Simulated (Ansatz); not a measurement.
System: Ge₅H₁₂ (charge 0, singlet). 
Geometry from a B3LYP-D3(BJ)/def2-TZVP (Ansatz, a quantum-chemistry and plane-wave program) optimisation:
SMILES: [GeH3][GeH2][GeH2][GeH2][GeH3]
```xyz
17

Ge     3.0687     0.3148    -1.0864
Ge     2.0603     0.9163     1.0503
Ge    -0.0739    -0.2427     1.2976
Ge    -1.4308     0.0559    -0.7082
Ge    -3.6079    -1.0224    -0.5041
H      4.4703     0.9319    -1.2417
H      2.1786     0.8154    -2.2376
H      3.1897    -1.2158    -1.1975
H      3.0145     0.5623     2.2093
H      1.8155     2.4385     1.0887
H     -0.8444     0.2728     2.5306
H      0.1836    -1.7496     1.5041
H     -1.6160     1.5639    -0.9748
H     -0.6677    -0.5329    -1.9125
H     -4.3748    -0.4274     0.6904
H     -4.4520    -0.8295    -1.7772
H     -3.4210    -2.5308    -0.2606
```
Charge 0, spin multiplicity 1.

Total electronic energies in hartree. Cores are frozen in the correlated levels unless marked. Spin-orbit coupling is left out. Frozen are the shells of the preceding noble gas and the d and f shells that filled before the atom's block. No relativistic terms. CBS marks a two-point X^-3 extrapolation of the correlation energy; Hartree-Fock from the larger set. [CCSD(T)-MP2]/basis is that difference in the basis named.

```json
[
 {"level": "HF/6-31G*", "program": "Ansatz", "energy (Eh)": "-10382.37944"},
 {"level": "HF/cc-pVDZ", "program": "Ansatz", "energy (Eh)": "-10383.67378"},
 {"level": "revPBE-D3(BJ)/def2-TZVPD", "program": "Ansatz + dftd3", "energy (Eh)": "-10391.48620"},
 {"level": "B97M-V/def2-TZVPD", "program": "Ansatz", "energy (Eh)": "-10390.32469"},
 {"level": "PBE0-D3(BJ)/def2-TZVPD", "program": "Ansatz + dftd3", "energy (Eh)": "[?]"},
 {"level": "HSE06/def2-TZVPD", "program": "Ansatz", "energy (Eh)": "[?]"},
 {"level": "CAM-B3LYP-D3(BJ)/def2-TZVPD", "program": "Ansatz + dftd3", "energy (Eh)": "-10392.86570"},
 {"level": "RPA@PBE/cc-pVQZ", "program": "Ansatz", "energy (Eh)": "-10385.23795"},
 {"level": "MP2/STO-3G", "program": "Ansatz", "energy (Eh)": "-10266.07662"},
 {"level": "RI-MP2/cc-pVTZ", "program": "Ansatz", "energy (Eh)": "-10384.64488"},
 {"level": "SCS-MP2/aug-cc-pVTZ", "program": "Ansatz", "energy (Eh)": "-10384.70115"},
 {"level": "CCSD/aug-cc-pVDZ", "program": "Ansatz", "energy (Eh)": "-10384.30136"},
 {"level": "CCSD(T)/STO-3G", "program": "Ansatz", "energy (Eh)": "-10266.15854"},
 {"level": "RI-MP2/CBS(cc-pVTZ,cc-pVQZ)+[CCSD(T)-MP2]/cc-pVQZ", "program": "Ansatz", "energy (Eh)": "-10384.8555"},
 {"level": "CCSD(T)/CBS(cc-pVTZ,cc-pVQZ)", "program": "Ansatz", "energy (Eh)": "-10384.8515"}
]
```

Q: Complete the blanks.

A: 
- PBE0-D3(BJ)/def2-TZVPD, energy (Eh): -10390.95711
- HSE06/def2-TZVPD, energy (Eh): -10390.94170
